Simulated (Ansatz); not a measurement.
Relaxed structures of SnSiH4F (charge +1), closed shell (PBE0-D4/def2-TZVP; forces vanish, vibrations not checked; lower isomers may exist, and structures with a doubtful reference or unclear bonds are left out; Å). Ansatz 0.2.0; basis: def2-TZVPP; cores frozen in the correlated methods. Filled d shells of the heavier atoms are correlated. Core potentials replace the inner electrons of the atoms past krypton. The def2 sets are not built for correlating such inner shells, so the correlated values are less sure here.

(1) Rank them by CCSD(T) energy, lowest first, and give each one's height above the lowest. Links in brackets join atoms within 1.22 times the sum of their covalent radii (1.1 for two metals). (To be estimated.)
A.
SnSiH₄F ([F][SiH2][SnH2]), total charge +1
```
7
angstrom
F -2.1374 -0.4534 0.3204
Si -0.9841 -0.1914 -0.7232
Sn 1.1358 0.2220 0.7711
H -0.6605 -1.3893 -1.5211
H -1.1732 1.0661 -1.4714
H 1.1338 0.1923 2.4700
H 2.6856 0.5537 0.1542
```
B.
SnSiH₄F ([F][SiH][SnH3]), total charge +1
```
7
angstrom
F -2.0445 -0.2236 0.2114
Si -0.6661 -0.5814 -0.4241
Sn 1.5371 -0.1025 0.9871
H -0.9193 -1.1495 -1.7741
H 2.2004 -1.6568 1.0291
H 0.8835 0.5046 2.4181
H 2.3085 0.9932 -0.0438
```
C.
SnSiH₄F ([F][SnH2][SiH2]), total charge +1
```
7
angstrom
F -2.1144 -0.4548 0.6485
Si 1.1226 0.2197 0.7445
Sn -0.9713 -0.1860 -0.8467
H -0.7327 -1.6463 -1.6573
H -1.3436 1.2776 -1.5989
H 0.9804 0.1639 2.2187
H 2.5223 0.5165 0.3515
```

The T1 diagnostic stays at or below 0.015.

Answers

(1) By the calculation: A (0.000 eV), B (0.602 eV), C (1.844 eV). Heights count from the lowest.

For scale, one of the runs: CCSD(T)/def2-TZVPP, 179 basis functions, launched by `ansatz run in.yaml --threads 2 --pin off --events-out ev --progress --plain --max-ram 4352MiB`. Hardware: 2 CPU threads of an Intel Xeon, shared host. Wall time 95 s; peak host memory 1.8 GiB.
